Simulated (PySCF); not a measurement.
# Electron correlation in Be (beryllium, neutral)

[He] 2s1 2p1, high-spin 3P determinant (an excited configuration). Calculation: PySCF 2.14, in aug-cc-pCVTZ-DK (7s6p4d2f, 59 functions); scalar relativity by spin-free X2C-1e. Frozen: nothing; 4 electrons correlated.

```tsv
level	correlation energy (mhartree)
CCSD	-48.54
(T)	-0.06
CCSD(T)	-48.60
```

Diagnostics: T1 = 0.0035, D1 = 0.0090, largest double amplitude 0.030.

Cost of the coupled-cluster step: of the order of 4 core-seconds, for 4 correlated electrons.

Iterations:

```
CC2 = 0
CCSD nocc = (np.int64(3), np.int64(1)), nmo = (59, 59)
frozen orbitals [[], []]
max_cycle = 100
direct = 0
conv_tol = 1e-08
conv_tol_normt = 1e-06
diis_space = 8
diis_start_cycle = 0
Init t2, MP2 energy = -0.0429867565578317
Init E_corr(UCCSD) = -0.0429867565587477
cycle = 1  E_corr(UCCSD) = -0.0471750041576771  dE = -0.0041882476  norm(t1,t2) = 0.0212472
cycle = 2  E_corr(UCCSD) = -0.0479916466709849  dE = -0.000816642513  norm(t1,t2) = 0.0107177
cycle = 3  E_corr(UCCSD) = -0.0485729354326902  dE = -0.000581288762  norm(t1,t2) = 0.00583177
cycle = 4  E_corr(UCCSD) = -0.048519286892578  dE = 5.36485401e-05  norm(t1,t2) = 0.000931683
cycle = 5  E_corr(UCCSD) = -0.0485409221634977  dE = -2.16352709e-05  norm(t1,t2) = 0.000144036
cycle = 6  E_corr(UCCSD) = -0.0485378731800325  dE = 3.04898347e-06  norm(t1,t2) = 2.2228e-05
cycle = 7  E_corr(UCCSD) = -0.0485381971297385  dE = -3.23949706e-07  norm(t1,t2) = 4.03132e-06
cycle = 8  E_corr(UCCSD) = -0.0485381983276104  dE = -1.19787183e-09  norm(t1,t2) = 7.55357e-07
UCCSD converged
E(UCCSD) = -14.56439857189663  E_corr = -0.04853819832761036
UCCSD(T) correction = -5.70642071907084e-05
```
